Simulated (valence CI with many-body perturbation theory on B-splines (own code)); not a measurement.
**Valence orbitals of Au¹³⁺**

Calculated by configuration interaction combined with many-body perturbation theory (CI+MBPT): six valence electrons over a frozen Dirac-Fock core [Kr] 4d10 4f14, radial functions for each j: 9 s, 9 p, 8 d, 6 f, 3 g, 1 h, with the one-electron correlation potential Σ1, the two-electron term Σ2, the three-electron term Σ3, Breit, model QED; selected CI, second order for the rest, scaled by the run's own slope (own B-spline code, finite nucleus).

No measured spectrum was set against this ion. As an estimate, levels hold to about 250 cm⁻¹ or 0.2 % of their energy and the worst to 1 %, as in measured heavy ions of charge 2 to 7. Only levels of the ground parity were solved; by the run's estimate the other parity begins above the list, which can be wrong where configurations are misplaced.

These are the spectroscopic orbitals of the CI (the correlating ones are not listed), shaped by the core and the other valence electrons. h is the expectation value of the core's Dirac-Fock operator, without the valence repulsion; Σ1 is computed up to l = 3 at one energy for each symmetry, that of its lowest orbital but kept below the first core excitation, so for empty shells it is not the orbital's own correlation shift; Breit and QED include the response of the core.

| Orbital | h (hartree) | Σ1 (cm⁻¹) | Breit (cm⁻¹) | QED (cm⁻¹) | ⟨r⟩ (bohr) |
| --- | --- | --- | --- | --- | --- |
| 5s1/2 | -17.409 | -22465 | 2648 | 2336 | 0.8856 |
| 6s1/2 | -9.832 | -5966 | 963 | 840 | 1.619 |
| 7s1/2 | -6.3404 | -2539 | 454 | 400 | 2.574 |
| 8s1/2 | -4.438 | -1358 | 256 | 225 | 3.733 |
| 5p1/2 | -15.839 | -19868 | 3909 | 125 | 0.9313 |
| 6p1/2 | -9.0973 | -5309 | 1408 | 42.5 | 1.720 |
| 7p1/2 | -5.9487 | -2365 | 692 | 20.9 | 2.713 |
| 8p1/2 | -4.2036 | -1294 | 399 | 12.0 | 3.914 |
| 5p3/2 | -14.951 | -16299 | 2043 | 278 | 0.9936 |
| 6p3/2 | -8.7161 | -4605 | 767 | 103 | 1.801 |
| 7p3/2 | -5.7475 | -2097 | 427 | 51.8 | 2.813 |
| 8p3/2 | -4.084 | -1161 | 249 | 30.1 | 4.034 |
| 5d3/2 | -12.471 | -11373 | 1118 | -77.7 | 1.115 |
| 6d3/2 | -7.5281 | -3551 | 448 | -31.7 | 2.024 |
| 7d3/2 | -5.0962 | -1756 | 243 | -17.2 | 3.116 |
| 5d5/2 | -12.308 | -10754 | 664 | -13.0 | 1.134 |
| 6d5/2 | -7.4543 | -3420 | 268 | -5.8 | 2.047 |
| 7d5/2 | -5.0556 | -1701 | 149 | -3.3 | 3.143 |
| 5f5/2 | -9.3383 | -5165 | 99 | -37.1 | 1.422 |
| 6f5/2 | -6.0431 | -2324 | 56.0 | -19.7 | 2.447 |
| 5f7/2 | -9.3033 | -5055 | -30.7 | -22.2 | 1.430 |
| 6f7/2 | -6.0253 | -2284 | -15.0 | -12.0 | 2.456 |
| 5g7/2 | -6.969 |  | 4.2 | 0.6 | 1.836 |
| 5g9/2 | -6.9702 |  | -2.5 | 1.8 | 1.835 |

Among the shells of the start configuration 5s2 5p4, Σ1 is largest in size for 5s1/2, where it is 0.59 % of h.

Lowest root of each symmetry, sizes in configuration state functions:

```
J  Parity  Roots  Reference  Variational  Second order  Change by selected CI (cm⁻¹)  Change by second order (cm⁻¹)
0    even      1         32        11244        558787                        -13810                            -64
1    even      1         65        21247       1906275                        -12838                           -102
2    even      2         86        32944       3322455                        -12998                            -99
```
